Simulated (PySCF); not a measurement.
## Ti (titanium, neutral): UHF calculation

Configuration: [Ar] 3d2 4s2, high-spin 3F determinant. Computed with PySCF 2.14 in def2-TZVP (6s4p4d1f, 45 functions), with no relativity, point nucleus.

```json
{
  "Total energy": "-848.394616 hartree",
  "One-electron energy": "-1162.7923 hartree",
  "Hartree (Coulomb) energy": "355.4652 hartree",
  "Exchange energy": "-41.0675 hartree",
  "Kinetic energy": "848.37580 hartree",
  "⟨S²⟩": "2.0073",
  "⟨L²⟩": "12.026",
  "Sum of ⟨r⟩": "21.60 bohr",
  "Sum of ⟨r²⟩": "50.16 bohr²",
  "Density at the nucleus (Gaussians lack the cusp)": "6940 bohr⁻³",
  "Spin density at the nucleus": "0.214 bohr⁻³",
  "Langevin diamagnetic susceptibility": "-39.7 ×10⁻⁶ cm³/mol",
  "Time after the integrals": "0.17 s of wall time on 1 thread of Intel(R) Xeon(R) 6975P-C (shared host)"
}
```

```
shell  electrons  mean orbital energy (eV)  rms radius, mean of both spins (bohr)
 1s α          1                   -4987.1                                 0.0812
 1s β          1                   -4987.1                                 0.0812
 2s α          1                   -583.41                                  0.353
 2s β          1                   -582.50                                  0.353
 2p α          3                   -484.58                                  0.321
 2p β          3                   -483.67                                  0.321
 3s α          1                   -79.934                                   1.09
 3s β          1                   -76.469                                   1.09
 3p α          3                   -51.017                                   1.19
 3p β          3                   -46.742                                   1.19
 3d α          2                   -12.114                                   1.65
 4s α          1                    -6.320                                   4.06
 4s β          1                    -5.718                                   4.06
```
